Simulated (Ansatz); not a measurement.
Isolated molecules relaxed with PBE0-D4/def2-TZVP in Ansatz; ΔE leaves out vibrations. CCSD(T)/CBS adds triple-zeta CCSD(T) − MP2 to the extrapolated MP2 energy (def2 sets, frozen cores). DFT in def2-TZVPP. For Ga outer-core shells are correlated without core-valence functions, which leaves a few kJ/mol of doubt a bond. Scalar relativity is left out up to krypton. One conformer a species, not always the lowest.

Consider the redistribution: `[SiH3][GaH2]` + `N[SiH2][SiH2]F` → `N[SiH2][SiH2][SiH3]` + `[F][GaH2]`.

CCSD(T)/CBS gives +6.8 kcal/mol.

**Question.** Another level gave +6.3 kcal/mol. Which?
A. B2PLYP/def2-TZVPP
B. PBE-D4/def2-TZVPP
C. r2SCAN/def2-TZVPP
D. HF/def2-TZVPP

**Answer.** A. B2PLYP 6.3, r2SCAN 4.9, PBE-D4 3.7, HF/def2-TZVPP 9.0 kcal/mol.

Largest T1 diagnostic among the species: 0.014.

In def2-TZVPP, CCSD(T) changes the Hartree–Fock value by −3.4 kcal/mol (the triples alone add −0.9 kcal/mol) and MP2 by −3.6 kcal/mol. The D4 term adds −0.8 kcal/mol with B3LYP and −0.5 kcal/mol with PBE0; it sums over pairs of atoms, weighted by their polarisabilities, and B3LYP, whose exchange is more repulsive, gets the larger term.

B3LYP here is the variant with VWN-RPA as its local correlation; programs differ in this.
